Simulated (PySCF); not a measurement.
Geometry:
```json
{"atom": "Ge1", "x (Å)": "1.535", "y (Å)": "-0.330", "z (Å)": "0.573"}
{"atom": "O2", "x (Å)": "0.618", "y (Å)": "-0.023", "z (Å)": "-0.908"}
{"atom": "B3", "x (Å)": "-0.768", "y (Å)": "0.128", "z (Å)": "-1.127"}
{"atom": "N4", "x (Å)": "-1.483", "y (Å)": "1.183", "z (Å)": "-0.132"}
{"atom": "B5", "x (Å)": "-2.293", "y (Å)": "-0.037", "z (Å)": "0.495"}
{"atom": "N6", "x (Å)": "-1.664", "y (Å)": "-1.080", "z (Å)": "-0.533"}
{"atom": "H7", "x (Å)": "1.286", "y (Å)": "0.808", "z (Å)": "1.590"}
{"atom": "H8", "x (Å)": "1.099", "y (Å)": "-1.677", "z (Å)": "1.193"}
{"atom": "H9", "x (Å)": "3.011", "y (Å)": "-0.373", "z (Å)": "0.157"}
{"atom": "H10", "x (Å)": "-1.068", "y (Å)": "0.358", "z (Å)": "-2.291"}
{"atom": "H11", "x (Å)": "-2.041", "y (Å)": "1.885", "z (Å)": "-0.610"}
{"atom": "H12", "x (Å)": "-0.851", "y (Å)": "1.664", "z (Å)": "0.504"}
{"atom": "H13", "x (Å)": "-3.498", "y (Å)": "0.082", "z (Å)": "0.365"}
{"atom": "H14", "x (Å)": "-1.922", "y (Å)": "-0.269", "z (Å)": "1.633"}
{"atom": "H15", "x (Å)": "-2.310", "y (Å)": "-1.484", "z (Å)": "-1.206"}
{"atom": "H16", "x (Å)": "-1.129", "y (Å)": "-1.839", "z (Å)": "-0.117"}
```

Geometry: PBE0-D3(BJ)/def2-SVP; GIAO shifts from PySCF, gas phase, non-relativistic, averaged over equivalent atoms.

At KT3/pcSseg-1 (176 basis functions, 25 s wall time on 1 thread of an Arm Neoverse V2, shared host):
```tsv
atoms	δ (ppm)
Ge1	-131.7
O2	57.5
B3	-1.6
B5	-14.3
N4/N6	44.9
H7/H8/H9	5.00
H10	3.95
H13	3.25
H14	3.18
H11/H15	1.77
H12/H16	1.58
```

Referencing at the same level of theory: ⁷³Ge (σref 1320.18) against GeMe4; ¹⁷O (σref 329.03) vs H2O; ¹¹B (σref 100.51) against BF3·OEt2; ¹⁵N (σref 262.01) vs NH3; TMS for ¹H (σref 31.32).

**Question.** Estimate the result of repeating the calculation with PBE0/pcSseg-1.

**Answer.** 
```json
{"atoms": "Ge1", "δ at PBE0/pcSseg-1": "-118.7", "change": "+13.0"}
{"atoms": "O2", "δ at PBE0/pcSseg-1": "44.4", "change": "-13.1"}
{"atoms": "B3", "δ at PBE0/pcSseg-1": "-2.9", "change": "-1.3"}
{"atoms": "B5", "δ at PBE0/pcSseg-1": "-16.3", "change": "-2.0"}
{"atoms": "N4/N6", "δ at PBE0/pcSseg-1": "40.2", "change": "-4.7"}
{"atoms": "H7/H8/H9", "δ at PBE0/pcSseg-1": "5.11", "change": "+0.11"}
{"atoms": "H10", "δ at PBE0/pcSseg-1": "3.91", "change": "-0.04"}
{"atoms": "H13", "δ at PBE0/pcSseg-1": "3.25", "change": "+0.00"}
{"atoms": "H14", "δ at PBE0/pcSseg-1": "3.18", "change": "+0.00"}
{"atoms": "H11/H15", "δ at PBE0/pcSseg-1": "1.72", "change": "-0.05"}
{"atoms": "H12/H16", "δ at PBE0/pcSseg-1": "1.48", "change": "-0.10"}
```

Chemical shifts δ = σref − σ; ⁷³Ge (1330.28 ppm) against GeMe4; ¹⁷O (334.56 ppm) against H2O; ¹¹B (100.73 ppm) against BF3·OEt2; NH3 for ¹⁵N (265.67 ppm); TMS for ¹H (31.27 ppm), all at this level.

The largest change is at O2 (oxygen bonded to B, Ge). Cost: 176 basis functions, 19 s wall time on 1 thread of an Arm Neoverse V2, shared host.

Relativistic effects, spin–orbit coupling among them, are left out; they matter for Ge and for the light atoms bonded to it. Experimental scales use liquid or dissolved standards, which lie at an offset from isolated NH3 (liquid NH3: subtract about 20 ppm) and H2O (liquid H2O: subtract about 36 ppm).
